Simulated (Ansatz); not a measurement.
Born–Oppenheimer molecular dynamics of C$_{2}$H$_{9}$BOSi (14 atoms, charge 0, multiplicity 1). It goes on from the last frame of an earlier run, with new velocities.

Method: RKS PBE0-D4/STO-3G in Ansatz.

| Property | Result |
| --- | --- |
| ensemble | NVE (Milne-controlled integrator) |
| time step | 1 fs |
| steps asked | 166 |
| starting velocities drawn for | 300 K |
| masses | H 2.014 u |
| seed | 483560 |

First frame:

```xyz
14
Properties=species:S:1:pos:R:3
B -1.543 1.629 0.117
O -1.104 0.474 -0.355
C 0.182 -0.017 0.212
C 1.264 0.696 -0.719
Si 0.051 -1.912 0.352
H -1.322 2.423 0.967
H -2.512 1.845 -0.596
H 0.248 0.360 1.239
H 1.883 -0.057 -1.215
H 1.981 1.436 -0.210
H 0.672 1.257 -1.499
H -1.201 -2.375 1.009
H 1.056 -2.371 1.126
H 0.032 -2.445 -1.060
```

(1) How far do the bonds stretch over the last three quarters of this one trajectory? (Pairs bonded in most of those frames.)

Answers

(1) 
```tsv
bond	mean (Å)	spread (Å)	shortest	longest
B1–O2	1.345	0.024	1.29	1.39
B1–H6	1.179	0.032	1.12	1.23
B1–H7	1.179	0.020	1.14	1.23
O2–C3	1.484	0.027	1.43	1.54
C3–C4	1.569	0.037	1.49	1.62
C3–Si5	1.908	0.033	1.84	1.96
C3–H8	1.115	0.035	1.06	1.17
C4–H9	1.104	0.032	1.04	1.17
C4–H10	1.100	0.021	1.05	1.15
C4–H11	1.102	0.021	1.06	1.15
Si5–H12	1.446	0.031	1.40	1.50
Si5–H13	1.459	0.074	1.34	1.56
Si5–H14	1.446	0.045	1.38	1.52
```

Mean temperature of the second half: 504 K. The conserved energy stayed within 0.21 meV per atom of its start (net change -0.084 meV per atom), so the integration is sound. The system heated up, since it started high on the potential surface and ran downhill. A run of 0.17 ps of so small a system gives no equilibrium averages. Limits of this set-up: minimal basis.

Run time: 4.3 min on 1 thread of Intel(R) Xeon(R) Platinum 8488C (Sapphire Rapids), with other jobs on the host, peak memory 0.2 GiB.
